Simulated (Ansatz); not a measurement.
Program: Ansatz 0.2.0.

Basis-set series for `[CH3][Zn][Se][Si](F)(F)F`. Total charge 0; spin multiplicity 1. Geometry: relaxed with PBE0-D4/def2-TZVP. It is one conformer, not always the lowest.

```
functional       basis  functions  energy (Eh)  HOMO (eV)  LUMO (eV)
   PBE0-D4  def2-TZVPP        320  -4809.35732      -7.67      -0.82
   PBE0-D4  def2-QZVPP        577  -4809.48098      -7.68      -0.93
   ωB97M-V  def2-TZVPP        320  -4810.00233      -9.80       0.65
   ωB97M-V  def2-QZVPP        577  -4810.12087      -9.82       0.30
```

Problem. Give the rows for def2-SVP. (Estimate.)

Solution. The calculation gave: 
| functional | basis | functions | energy (Eh) | HOMO (eV) | LUMO (eV) |
| --- | --- | --- | --- | --- | --- |
| PBE0-D4 | def2-SVP | 152 | -4808.26323 | -7.56 | -0.58 |
| ωB97M-V | def2-SVP | 152 | -4808.90201 | -9.66 | 0.93 |

Positive LUMOs are unbound and depend on the basis. Scalar relativity is left out up to krypton.
